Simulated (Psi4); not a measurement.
disiloxane (H₆OSi₂), singlet, at a GFN2-xTB geometry; CEPA(1)/6-31G run with Psi4.

The Psi4 input:
```
memory 2 GB

molecule {
0 1
  Si    1.58554558   -0.29465325    0.09305373
  O    -0.00374610   -0.02898376   -0.03187953
  Si   -1.58414102    0.30551525   -0.08108531
  H     1.99636140   -0.92391127   -1.16028168
  H     2.22242187    1.00620543    0.29041493
  H     1.77723671   -1.17669751    1.24269936
  H    -2.21375802   -0.47470673    0.98249776
  H    -2.04757203   -0.09473461   -1.40797725
  H    -1.72438507    1.74364671    0.14012516
}

set basis 6-31g

energy('cepa(1)')
print_variables()
```

Question: Predict the main parts of the log of this Psi4 run.

Answer: 
```
   => Loading Basis Set <=

    Name: 6-31G
    Role: ORBITAL
    Keyword: BASIS

         ---------------------------------------------------------
                                   SCF
               by Justin Turney, Rob Parrish, Andy Simmonett
                          and Daniel G. A. Smith
                              RHF Reference
         ---------------------------------------------------------

  ==> Geometry <==

    Molecular point group: c1
    Full point group: C1

    Geometry (in Angstrom), charge = 0, multiplicity = 1:

       Center              X                  Y                   Z               Mass
    ------------   -----------------  -----------------  -----------------  -----------------
         SI           1.585676840820    -0.293636772182     0.094167995698    27.976926534650
         O           -0.003614839180    -0.027967282182    -0.030765264302    15.994914619570
         SI          -1.584009759180     0.306531727818    -0.079971044302    27.976926534650
         H            1.996492660820    -0.922894792182    -1.159167414302     1.007825032230
         H            2.222553130820     1.007221907818     0.291529195698     1.007825032230
         H            1.777367970820    -1.175681032182     1.243813625698     1.007825032230
         H           -2.213626759180    -0.473690252182     0.983612025698     1.007825032230
         H           -2.047440769180    -0.093718132182    -1.406862984302     1.007825032230
         H           -1.724253809180     1.744663187818     0.141239425698     1.007825032230

  Running in c1 symmetry.

  Rotational constants: A =      1.41870  B =      0.09525  C =      0.09523 [cm^-1]
  Rotational constants: A =  42531.67058  B =   2855.61019  C =   2854.88744 [MHz]
  Nuclear repulsion =  159.877954797474587

  Charge       = 0
  Multiplicity = 1
  Electrons    = 42
  Nalpha       = 21
  Nbeta        = 21

  ==> Algorithm <==

  SCF Algorithm Type is PK.
  DIIS enabled.
  MOM disabled.
  Fractional occupation disabled.
  Guess Type is SAD.
  Energy threshold   = 1.00e-08
  Density threshold  = 1.00e-08
  Integral threshold = 1.00e-12

  ==> Primary Basis <==

  Basis Set: 6-31G
    Blend: 6-31G
    Number of shells: 31
    Number of basis functions: 47
    Number of Cartesian functions: 47
    Spherical Harmonics?: false
    Max angular momentum: 1

  ==> Integral Setup <==

  Using in-core PK algorithm.
   Calculation information:
      Number of atoms:                   9
      Number of AO shells:              31
      Number of primitives:             90
      Number of atomic orbitals:        47
      Number of basis functions:        47

      Integral cutoff                 1.00e-12
      Number of threads:                 1

  Performing in-core PK
  Using 1273512 doubles for integral storage.
  We computed 110066 shell quartets total.
  Whereas there are 123256 unique shell quartets.

  ==> DiskJK: Disk-Based J/K Matrices <==

    J tasked:                  Yes
    K tasked:                  Yes
    wK tasked:                  No
    Schwarz Cutoff:          1E-12

  Minimum eigenvalue in the overlap matrix is 1.6762136398E-02.
  Reciprocal condition number of the overlap matrix is 4.0479543459E-03.
    Using symmetric orthogonalization.

  ==> Pre-Iterations <==

  SCF Guess: Superposition of Atomic Densities via on-the-fly atomic UHF (no occupation information).

   -------------------------
    Irrep   Nso     Nmo
   -------------------------
     A         47      47
   -------------------------
    Total      47      47
   -------------------------

  ==> Iterations <==

                        Total Energy        Delta E     RMS |[F,P]|

   @RHF iter SAD:  -655.40044928841382   -6.55400e+02   0.00000e+00
   @RHF iter   1:  -656.01836137464056   -6.17912e-01   9.43003e-03 DIIS/ADIIS
   @RHF iter   2:  -656.07384868308407   -5.54873e-02   6.48471e-03 DIIS/ADIIS
   @RHF iter   3:  -656.10845762075155   -3.46089e-02   5.83359e-04 DIIS/ADIIS
   @RHF iter   4:  -656.10914764063432   -6.90020e-04   4.80160e-05 DIIS
   @RHF iter   5:  -656.10915559568184   -7.95505e-06   7.65230e-06 DIIS
   @RHF iter   6:  -656.10915575871297   -1.63031e-07   1.67437e-06 DIIS
   @RHF iter   7:  -656.10915576708555   -8.37258e-09   2.48554e-07 DIIS
   @RHF iter   8:  -656.10915576725415   -1.68598e-10   2.48232e-08 DIIS
   @RHF iter   9:  -656.10915576725563   -1.47793e-12   1.61573e-09 DIIS
  Energy and wave function converged.

  ==> Post-Iterations <==

    Orbital Energies [Eh]
    ---------------------

    Doubly Occupied:

[...]
    Virtual:

[...]
    Final Occupation by Irrep:
              A
    DOCC [    21 ]
    NA   [    21 ]
    NB   [    21 ]

  @RHF Final Energy:  -656.10915576725563

   => Energetics <=

    Nuclear Repulsion Energy =            159.8779547974745867
    One-Electron Energy =               -1226.8342093642288546
    Two-Electron Energy =                 410.8470987994986672
    Total Energy =                       -656.1091557672556291

Computation Completed

Properties will be evaluated at   0.000000,   0.000000,   0.000000 [a0]

Properties computed using the SCF density matrix

 Multipole Moments:

 ------------------------------------------------------------------------------------
     Multipole            Electronic (a.u.)      Nuclear  (a.u.)        Total (a.u.)
 ------------------------------------------------------------------------------------

 L = 1.  Multiply by 2.5417464519 to convert [e a0] to [Debye]
 Dipole X            :         -0.0053856            0.0104178            0.0050322
 Dipole Y            :         -0.0421174            0.0806762            0.0385588
 Dipole Z            :         -0.0459664            0.0884374            0.0424710
 Magnitude           :                                                    0.0575838

 ------------------------------------------------------------------------------------

 MINTS: Wrapper to libmints.
   by Justin Turney

   Calculation information:
      Number of threads:                 1
      Number of atoms:                   9
      Number of AO shells:              31
      Number of SO shells:              31
      Number of primitives:             90
      Number of atomic orbitals:        47
      Number of basis functions:        47

      Number of irreps:                  1
      Integral cutoff                 1.00e-12
      Number of functions per irrep: [  47 ]

 OEINTS: Overlap, kinetic, potential, dipole, and quadrupole integrals
         stored in file 35.

      Computed 571107 non-zero two-electron integrals.
        Stored in file 33.

        ==> Transform all two-electron integrals <==

	Presorting SO-basis two-electron integrals.
	Sorting File: SO Ints (nn|nn) nbuckets = 1
	Constructing frozen core operators
	Starting first half-transformation.
	Sorting half-transformed integrals.
	First half integral transformation complete.
	Starting second half-transformation.
	Two-electron integral transformation complete.

        **********************************************************
        *                                                        *
        *                   CCSD Integral Sort                   *
        *                                                        *
        **********************************************************

        CC integral sort will use                      8.45 mb

        Number of (ab|cd) temporary files:                2
        Number of (ab|ci) temporary files:                3
        Starting temporary file number:                 270

        *******************************************************
        *                                                     *
        *                       CEPA(1)                       *
        *        Coupled Electron Pair Approximation          *
        *                                                     *
        *                   Eugene DePrince                   *
        *                                                     *
        *******************************************************

  ==> Input parameters <==

        Freeze core orbitals?                  no
        Use frozen natural orbitals?           no
        r_convergence:                  1.000e-07
        e_convergence:                  1.000e-06
        Number of DIIS vectors:                 8
        Number of frozen core orbitals:         0
        Number of active occupied orbitals:    21
        Number of active virtual orbitals:     26
        Number of frozen virtual orbitals:      0

  ==> Memory <==

        minimum memory requirements for QCISD =         6.85 mb
        (T) algorithm:                                  6.74 mb (low-memory)
        memory requirements for QCISD(T) =              6.74 mb

  ==> Define tiling <==

        v(ab,cd) diagrams will be evaluated in   1 blocks.
        v(ab,ci) diagrams will be evaluated in   1 blocks over ov2.
        v(ab,ci) diagrams will be evaluated in   1 blocks over ov.

  Allocate cpu memory (     9.67 mb).....done.
  Initialize cpu memory..................done.

  Begin CEPA(1) iterations

   Iter  DIIS          Energy       d(Energy)          |d(T)|     time
      0   0 1   -0.2332095228   -0.2332095228    0.2647963079        0
      1   1 1   -0.2482624761   -0.0150529534    0.0693824602        0
      2   2 1   -0.2620233660   -0.0137608899    0.0260815058        0
      3   3 1   -0.2651564748   -0.0031331088    0.0103166263        0
      4   4 1   -0.2651050779    0.0000513969    0.0020329027        0
      5   5 1   -0.2651741395   -0.0000690616    0.0006143033        0
      6   6 1   -0.2651719964    0.0000021431    0.0001927155        0
      7   7 1   -0.2651691623    0.0000028341    0.0000467399        0
      8   8 1   -0.2651694808   -0.0000003185    0.0000177852        1
      9   8 2   -0.2651695978   -0.0000001169    0.0000041319        0
     10   8 3   -0.2651695252    0.0000000726    0.0000013295        0
     11   8 4   -0.2651695585   -0.0000000333    0.0000003861        0
     12   8 5   -0.2651695608   -0.0000000024    0.0000001366        0
     13   8 6   -0.2651695660   -0.0000000052    0.0000000607        0

  CEPA(1) iterations converged!

        OS SCS-MP2 correlation energy:          -0.224944178108
        SS SCS-MP2 correlation energy:          -0.015252013672
        SCS-MP2 correlation energy:             -0.240196191780
      * SCS-MP2 total energy:                 -656.349351959036

        OS MP2 correlation energy:              -0.187453481757
        SS MP2 correlation energy:              -0.045756041017
        MP2 correlation energy:                 -0.233209522774
      * MP2 total energy:                     -656.342365290029

        OS CEPA(1) correlation energy:          -0.226139762002
        SS CEPA(1) correlation energy:          -0.039029803976
        CEPA(1) correlation energy:             -0.265169565978
      * CEPA(1) total energy:                 -656.374325333234

  Total time for CEPA(1) iterations:       0.70 s (user)
                                        0.31 s (system)
                                           1 s (total)

  Time per iteration:                   0.05 s (user)
                                        0.02 s (system)
                                        0.08 s (total)

  Variable Map:
  ----------------------------------------------------------------------------
[...]
  Array Variable Map:
  ----------------------------------------------------------------------------
[...]
[...]
```
